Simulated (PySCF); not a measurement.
SMILES C(C[SiH3])#C (C3H6Si), PBE/def2-SVP optimised geometry. Atoms within 1.6 Å of the plane z = 0.0 Å (x, y, z in Å): C1 (1.91, -0.94, 0.00), C2 (0.69, -0.99, 0.00), C3 (-0.77, -0.99, 0.00), Si4 (-1.49, 0.79, 0.00), H5 (2.99, -0.91, 0.00), H6 (-1.16, -1.52, -0.89), H7 (-1.16, -1.52, 0.89), H8 (-2.99, 0.70, -0.01), H9 (-1.02, 1.52, -1.22), H10 (-1.04, 1.52, 1.23).

Level of theory: PBE/def2-TZVP (PySCF). Cells within 0.4 Å of a nucleus heavier than hydrogen are left out (blank, or x).

Map of the LUMO amplitude (bohr^(-3/2)) on the plane z = 0.0 Å; orbital energy -0.42 eV, overall sign arbitrary:

```
|44444555555555444444444444444|
|44455555555555554444444444444|
|44555555555555555444444444444|
|45555555555555555544444444444|
|55555556666655555544444444444|
|55555666666665555544444444444|
|55556667777665555544444444444|
|55556677777765555444444444444|
|55556678888765544444444444444|
|55556678999765444444444444444|
|55556678998654444444444444444|
|5555566777x433444444444444444|
|455555544xx433444443334444444|
|44444432225444444443333444444|
|44444332123456555543233344444|
|44444332235787777642223344444|
|444443333479x877x75xx34444444|
|44444333457xx54xxx7xx65544444|
|44444444456754200369876554444|
|44444444455543211357766555444|
|44444444444443322345665555444|
|44444444444443333445555555444|
|44444444444443334445555555444|
|44444444444444444444555554444|
|44444444444444444444455444444|
|44444444444444444444444444444|
|44444444444444444444444444444|
|44444444444444444444444444444|
|44444444444444444444444444444|
```
Scale: ten equal steps from -0.122 (start of '0') to 0.127 (end of '9'), in the order '0123456789'; x runs from -5.00 to 5.00, y from -5.00 (bottom) to 5.00 (top).
